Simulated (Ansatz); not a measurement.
`[SiH3][SiH2][S][InH2]` + `C[O][GeH3]` → `C[O][InH2]` + `[SiH3][SiH2][S][GeH3]`  (redistribution)

Program: Ansatz. Geometries: PBE0-D4/def2-TZVP. ΔE: electronic, gas phase. CCSD(T)/CBS is the MP2 limit (def2-TZVPP, def2-QZVPP) plus CCSD(T) − MP2 in def2-TZVPP, frozen cores. DFT in def2-TZVPP. B3LYP here is the variant with VWN-RPA as its local correlation; programs differ in this. Elements past krypton have def2 core potentials. For Ge, In outer-core shells are correlated without core-valence functions, which leaves a few kJ/mol of doubt a bond. Scalar relativity is left out up to krypton. Each species was taken in one conformer, which may not be the lowest.

`[SiH3][SiH2][S][InH2]`:

```xyz
11

Si   -0.909    1.564    0.471
Si   -1.020   -0.367   -0.844
S     0.893   -0.725   -1.724
In    2.110   -1.429    0.220
H    -2.168    1.831    1.221
H    -0.598    2.738   -0.387
H     0.201    1.399    1.454
H    -1.469   -1.525   -0.021
H    -1.994   -0.187   -1.954
H     1.191   -1.572    1.657
H     3.763   -1.728   -0.092
```

`C[O][GeH3]`:

Cartesian coordinates in Å:
```
C -0.334 -0.565 -1.206
O -0.801 0.315 -0.215
Ge 0.245 0.608 1.195
H -1.093 -0.628 -1.989
H -0.163 -1.578 -0.815
H 0.601 -0.215 -1.666
H 0.500 -0.731 1.916
H -0.538 1.592 2.069
H 1.583 1.201 0.711
```

`C[O][InH2]`:

Cartesian coordinates in Å:
```
C 1.232 0.074 0.370
O 0.318 0.431 -0.625
In -1.611 -0.044 -0.576
H 2.044 -0.530 -0.055
H 0.787 -0.508 1.193
H 1.686 0.970 0.812
H -2.019 -0.941 0.825
H -2.437 0.547 -1.943
```

`[SiH3][SiH2][S][GeH3]`:

Z-matrix (Å, degrees):
```
Si
Si 1 2.341
H 1 1.489 2 110.5
H 1 1.487 2 109.5 3 120.2
H 1 1.487 2 110.3 3 -120.0
S 2 2.141 1 111.8 3 -179.4
H 2 1.490 1 110.4 3 57.7
H 2 1.487 1 110.1 3 -62.3
Ge 6 2.226 2 99.3 1 -75.3
H 9 1.533 6 105.3 2 -176.8
H 9 1.536 6 110.3 2 63.7
H 9 1.536 6 109.4 2 -57.3
```

```tsv
level	ΔE (kJ/mol)	difference from CCSD(T)/CBS
PBE-D4	36.1	-7.7
PBE0-D4	43.4	-0.4
B3LYP-D4	42.0	-1.8
ωB97X-V	44.5	0.7
B2PLYP	43.9	0.1
PBE0	43.4	-0.4
B3LYP	41.9	-1.9
HF/def2-TZVPP	58.7	14.9
MP2/def2-TZVPP	48.6	4.8
SCS-MP2/def2-TZVPP	48.9	5.1
CCSD/def2-TZVPP	48.4	4.6
HF/def2-QZVPP	58.2	14.4
SCS-MP2/def2-QZVPP	47.3	3.5
HF/CBS(def2)	58.1	14.3
MP2/CBS(def2)	45.6	1.8
CCSD/CBS(def2)	45.4	1.6
CCSD(T)/CBS	43.8	0
```

Largest T1 diagnostic among the species: 0.017.

In def2-TZVPP, CCSD(T) changes the Hartree–Fock value by −11.9 kJ/mol (the triples alone add −1.6 kJ/mol) and MP2 by −10.1 kJ/mol. From PBE to PBE0 (25 % exact exchange), in def2-TZVPP and without D4, ΔE moves by +7.3 kJ/mol.

CCSD(T)/CBS has its own doubt, a few kJ/mol and more with outer-core shells, so smaller differences from it don't rank the levels.
